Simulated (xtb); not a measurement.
Input file for xtb: GFN1-xTB on digermane (SMILES [GeH3][GeH3]), a point of a torsion scan.

```
$ xtb mol.xyz --gfn 1 --sp --chrg 0 --uhf 0
8

Ge    -1.17940966     0.08594628    -0.01356708
Ge     1.18270028    -0.03616614    -0.01351417
H     -1.81571009    -0.75510540    -1.07785527
H     -1.70107567     1.47284739    -0.23550155
H     -1.79481625    -0.36983449     1.27428176
H      1.83614108     1.13115811    -0.68835849
H      1.71321488    -1.25023316    -0.71307903
H      1.77186858    -0.08031635     1.36341263
```

The log:

```
[...]
           -------------------------------------------------
          |                Calculation Setup                |
           -------------------------------------------------



           -------------------------------------------------
          |                 G F N 1 - x T B                 |
           -------------------------------------------------

        Reference                      10.1021/acs.jctc.7b00118
      * Hamiltonian:
        H0-scaling (s, p, d)           1.850000    2.250000    2.000000
        zeta-weighting                 0.000000
      * Dispersion:
        s8                             2.400000
        a1                             0.630000
        a2                             5.000000
        s9                             0.000000
      * Repulsion:
        kExp                           1.500000
        rExp                           1.000000
      * Coulomb:
        alpha                          2.000000
        third order                    atomic
        anisotropic                    false
      * Halogen bond correction:
        rad-scale                      1.300000
        damping                        0.440000


          ...................................................
          :                      SETUP                      :
          :.................................................:
          :  # basis functions                  32          :
          :  # atomic orbitals                  30          :
          :  # shells                           18          :
          :  # electrons                        14          :
          :  # halogen bonds                     0          :
          :  max. iterations                   250          :
          :  Hamiltonian                  GFN1-xTB          :
          :  restarted?                      false          :
          :  GBSA solvation                  false          :
          :  PC potential                    false          :
          :  electronic temp.          300.0000000     K    :
          :  accuracy                    1.0000000          :
          :  -> integral cutoff          0.2500000E+02      :
          :  -> integral neglect         0.1000000E-07      :
          :  -> SCF convergence          0.1000000E-05 Eh   :
          :  -> wf. convergence          0.2000000E-04 e    :
          :  Broyden damping             0.4000000          :
          :  net charge                          0          :
          :  unpaired electrons                  0          :
          ...................................................

 iter      E             dE          RMSdq      gap      omega  full diag
   1     -6.3668311 -0.636683E+01  0.511E+00    6.12       0.0  T
   2     -6.6014455 -0.234614E+00  0.214E+00    3.39       1.0  T
   3     -6.6155153 -0.140698E-01  0.110E+00    4.04       1.0  T
   4     -6.6163987 -0.883340E-03  0.201E-01    3.82       1.0  T
   5     -6.6155815  0.817161E-03  0.418E-01    4.01       1.0  T
   6     -6.6165420 -0.960490E-03  0.710E-03    3.88       5.0  T
   7     -6.6165422 -0.258121E-06  0.190E-03    3.88      18.7  T
   8     -6.6165423 -0.422268E-07  0.628E-04    3.87      56.3  T
   9     -6.6165423 -0.207927E-08  0.308E-05    3.87    1149.3  T
  10     -6.6165423 -0.238742E-11  0.132E-06    3.87   26805.7  T

   *** convergence criteria satisfied after 10 iterations ***

         #    Occupation            Energy/Eh            Energy/eV
      -------------------------------------------------------------
         1        2.0000           -0.6819451             -18.5567
         2        2.0000           -0.6450515             -17.5527
         3        2.0000           -0.4975938             -13.5402
         4        2.0000           -0.4975525             -13.5391
         5        2.0000           -0.4925645             -13.4034
         6        2.0000           -0.4924992             -13.4016
         7        2.0000           -0.4492390             -12.2244 (HOMO)
         8                         -0.3068476              -8.3497 (LUMO)
         9                         -0.3068027              -8.3485
        10                         -0.2268277              -6.1723
        11                         -0.2266572              -6.1677
        12                         -0.1975173              -5.3747
       ...                                ...                  ...
        30                          0.6568545              17.8739
      -------------------------------------------------------------
                  HL-Gap            0.1423913 Eh            3.8747 eV
             Fermi-level           -0.3780433 Eh          -10.2871 eV

 SCC (total)                   0 d,  0 h,  0 min,  0.009 sec
 SCC setup                      ...        0 min,  0.000 sec (  2.174%)
 Dispersion                     ...        0 min,  0.000 sec (  0.706%)
 classical contributions        ...        0 min,  0.000 sec (  0.497%)
 integral evaluation            ...        0 min,  0.002 sec ( 24.334%)
 iterations                     ...        0 min,  0.003 sec ( 29.865%)
 molecular gradient             ...        0 min,  0.004 sec ( 39.278%)
 printout                       ...        0 min,  0.000 sec (  2.895%)

         :::::::::::::::::::::::::::::::::::::::::::::::::::::
         ::                     SUMMARY                     ::
         :::::::::::::::::::::::::::::::::::::::::::::::::::::
         :: total energy              -6.566762434976 Eh    ::
         :: gradient norm              0.014304099605 Eh/a0 ::
         :: HOMO-LUMO gap              3.874665079719 eV    ::
         ::.................................................::
         :: SCC energy                -6.616542287176 Eh    ::
         :: -> electrostatic           0.033470520327 Eh    ::
         :: repulsion energy           0.051734487788 Eh    ::
         :: dispersion energy         -0.001954635588 Eh    ::
         :: halogen bond corr.         0.000000000000 Eh    ::
         :: add. restraining           0.000000000000 Eh    ::
         :: total charge               0.000000000000 e     ::
         :::::::::::::::::::::::::::::::::::::::::::::::::::::

           -------------------------------------------------
          |                Property Printout                |
           -------------------------------------------------

    * Orbital Energies and Occupations

         #    Occupation            Energy/Eh            Energy/eV
      -------------------------------------------------------------
         1        2.0000           -0.6819451             -18.5567
         2        2.0000           -0.6450515             -17.5527
         3        2.0000           -0.4975938             -13.5402
         4        2.0000           -0.4975525             -13.5391
         5        2.0000           -0.4925645             -13.4034
         6        2.0000           -0.4924992             -13.4016
         7        2.0000           -0.4492390             -12.2244 (HOMO)
         8                         -0.3068476              -8.3497 (LUMO)
         9                         -0.3068027              -8.3485
        10                         -0.2268277              -6.1723
        11                         -0.2266572              -6.1677
        12                         -0.1975173              -5.3747
        13                         -0.1713361              -4.6623
        14                         -0.1520936              -4.1387
        15                         -0.1520361              -4.1371
        16                         -0.0945127              -2.5718
        17                         -0.0908296              -2.4716
        18                         -0.0907727              -2.4701
Note: The following floating-point exceptions are signalling: IEEE_DENORMAL
normal termination of xtb
       ...                                ...                  ...
        30                          0.6568545              17.8739
      -------------------------------------------------------------
                  HL-Gap            0.1423913 Eh            3.8747 eV
             Fermi-level           -0.3780433 Eh          -10.2871 eV

  Mulliken/CM5 charges         n(s)   n(p)   n(d)
     1Ge    0.05071 -0.14580   1.450  2.204  0.295
     2Ge    0.05072 -0.14579   1.450  2.204  0.295
     3H    -0.01691  0.04859   1.017  0.000  0.000
     4H    -0.01685  0.04866   1.017  0.000  0.000
     5H    -0.01696  0.04854   1.017  0.000  0.000
     6H    -0.01690  0.04859   1.017  0.000  0.000
     7H    -0.01684  0.04867   1.017  0.000  0.000
     8H    -0.01697  0.04853   1.017  0.000  0.000

Wiberg/Mayer (AO) data.
largest (>0.10) Wiberg bond orders for each atom

 ---------------------------------------------------------------------------
     #   Z sym  total        # sym  WBO       # sym  WBO       # sym  WBO
 ---------------------------------------------------------------------------
     1  32 Ge   3.983 --     2 Ge   1.098     3 H    0.863     4 H    0.863
                             5 H    0.863
     2  32 Ge   3.983 --     1 Ge   1.098     6 H    0.863     7 H    0.863
                             8 H    0.863
     3   1 H    0.997 --     1 Ge   0.863
     4   1 H    0.997 --     1 Ge   0.863
     5   1 H    0.997 --     1 Ge   0.863
     6   1 H    0.997 --     2 Ge   0.863
     7   1 H    0.997 --     2 Ge   0.863
     8   1 H    0.997 --     2 Ge   0.863
 ---------------------------------------------------------------------------

Topologies differ in total number of bonds
Writing topology from bond orders to xtbtopo.mol

 dipole moment from electron density (au)
     X       Y       Z
   0.0002   0.0002  -0.0017  total (Debye):    0.004


           -------------------------------------------------
          | TOTAL ENERGY               -6.566762434976 Eh   |
          | GRADIENT NORM               0.014304099605 Eh/α |
          | HOMO-LUMO GAP               3.874665079719 eV   |
           -------------------------------------------------

------------------------------------------------------------------------
------------------------------------------------------------------------
 total:
 SCF:
```

The run finished.

Cost: very roughly 0.06 core-seconds.
